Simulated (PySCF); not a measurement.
4-tert-butylpyridine (C9H13N), SMILES CC(C)(C)c1ccncc1.

Geometry optimised at PBE0-D3(BJ)/def2-SVP.

All values below come from PBE/def2-SVP run with PySCF.

Symmetry labels are those of the subgroup Cs that the program uses (full group Cs).

Computed valence orbital energies around the gap with their symmetry:
| orbital | symmetry | energy (eV) |
|---|---|---|
| HOMO−7 | A" | -8.86 |
| HOMO−6 | A' | -8.77 |
| HOMO−5 | A" | -8.24 |
| HOMO−4 | A' | -8.19 |
| HOMO−3 | A' | -7.83 |
| HOMO−2 | A" | -6.76 |
| HOMO−1 | A" | -6.44 |
| HOMO | A' | -5.49 |
| LUMO | A" | -1.45 |
| LUMO+1 | A" | -1.20 |
| LUMO+2 | A' | 0.68 |
| LUMO+3 | A' | 1.54 |
